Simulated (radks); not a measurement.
Values are calculated unless marked as measured or tabulated.
How relativity changes the ionisation of neutral strontium ([Kr] 5s2) to Sr+ ([Kr] 5s1). Spin-unpolarised spherical Kohn-Sham, PBE, point nucleus unless stated (finite: rms radius 4.224 fm), a radial shooting solver on a logarithmic mesh with Libxc functionals. A level marked "c x" has the speed of light scaled by that factor.

level                        E(Sr) (hartree)  E(Sr+) (hartree)  IE (eV)   HOMO  <r> HOMO (bohr)
non-rel.                         -3132.94866       -3132.73543    5.802     5s            4.398
scalar-rel.                      -3179.49289       -3179.27661    5.885     5s            4.333
scalar-rel., finite nucleus      -3179.46127       -3179.24499    5.885     5s            4.333
Dirac                            -3179.79759       -3179.58132    5.885  5s1/2            4.333
Dirac, finite nucleus            -3179.76593       -3179.54966    5.885  5s1/2            4.333
Dirac, c x 3                     -3137.98111       -3137.76756    5.811  5s1/2            4.391
Dirac, c x 10                    -3133.39989       -3133.18663    5.803  5s1/2            4.397
Dirac, c x 100                   -3132.95317       -3132.73994    5.802  5s1/2            4.398

NIST Atomic Spectra Database: 5.695 eV (measured). The relativistic part of the total energy of Sr is -46.82 hartree (Dirac, finite nucleus), 1.5 % of the non-relativistic value. Spin polarisation and multiplet splitting of open shells are left out at every level.

Beside tabulated values, note that relativity, absent from the non-relativistic runs, is large for the heavy elements, and spin-unpolarised runs miss the spin-polarisation part of the exchange energy of open shells.
